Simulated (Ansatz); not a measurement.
Reaction (SMILES): N[SiH2]O[SiH2]N → [NH][SiH2]O[SiH2]N + H atom (the H-N bond at the site shown breaks; other sites are not compared here)
Geometries: B3LYP-D3(BJ)/def2-TZVP minima from Ansatz (a quantum-chemistry and plane-wave program), one conformer each, not searched for the lowest.

Property: bond dissociation energy (electronic energy difference), in kcal/mol. Cores are frozen in the correlated levels unless marked. Open shells are spin-unrestricted. Spin-orbit coupling is left out. No relativistic terms. CBS marks a two-point X^-3 extrapolation of the correlation energy; Hartree-Fock from the larger set.

```tsv
level	program	bond dissociation energy (kcal/mol)	minus last row
BLYP-D3(BJ)/def2-TZVPD	Ansatz + dftd3	112.6	-6.1
r2SCAN/def2-TZVPD	Ansatz	112.1	-6.6
B2GP-PLYP-D3(BJ)/def2-TZVPD	Ansatz + dftd3	115.7	-3.0
B2PLYP-D3(BJ)/def2-TZVPD	Ansatz + dftd3	115.5	-3.2
B2PLYP-D4/def2-TZVPD	Ansatz + dftd4	115.5	-3.2
B2PLYP/def2-TZVPD	Ansatz	115.6	-3.1
RPA@PBE/cc-pV(Q+d)Z	Ansatz	115.1	-3.6
SCS-MP2/6-31G*	Ansatz	108.1	-10.6
CCSD/cc-pV(D+d)Z	Ansatz	109.6	-9.1
CCSD(T)/CBS(cc-pV(T+d)Z,cc-pV(Q+d)Z)	Ansatz	118.7	0.0
```
